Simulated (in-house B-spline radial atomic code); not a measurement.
**Binding energies in Sr VII (Sr6+)**

NIST's tabulated ground configuration is [Ar] 3d10 4s2 4p2; each binding energy is the energy of the ion with one electron taken from that subshell, relaxed, less that of the parent. Method: Dirac-Hartree-Fock, average of configuration, Fermi nucleus of rms radius 4.224 fm. Calculated with a B-spline radial code for spherical atoms. Energies include first-order Breit, QED and recoil terms.

```
subshell  X-ray name  binding energy (eV)  -ε (eV)  relaxation (eV)
      1s           K              16207.5  16296.6             49.9
      2s          L1               2322.9   2349.6             23.1
      3s          M1                459.2    465.0              5.3
   3d3/2          M4                232.4    238.3              5.8
   3d5/2          M5                230.7    236.4              5.7
      4s          N1                123.3    123.8              0.4
      4p        N2,3                102.7    103.1              0.3
```

Relaxation = -ε minus the binding energy without Breit, QED and recoil terms.

(1) What does it cost to remove both a 3d3/2 and a 4s electron?

(2) What does it cost to remove both a 3s and a 4p electron?

(3) What does it cost to remove two 1s electrons?

Answers

(1) 378.09 eV, which is 22.33 eV more than the two single binding energies together.

(2) 582.97 eV, which is 21.07 eV more than the two single binding energies together.

(3) 32993 eV, which is 578.2 eV more than the two single binding energies together.
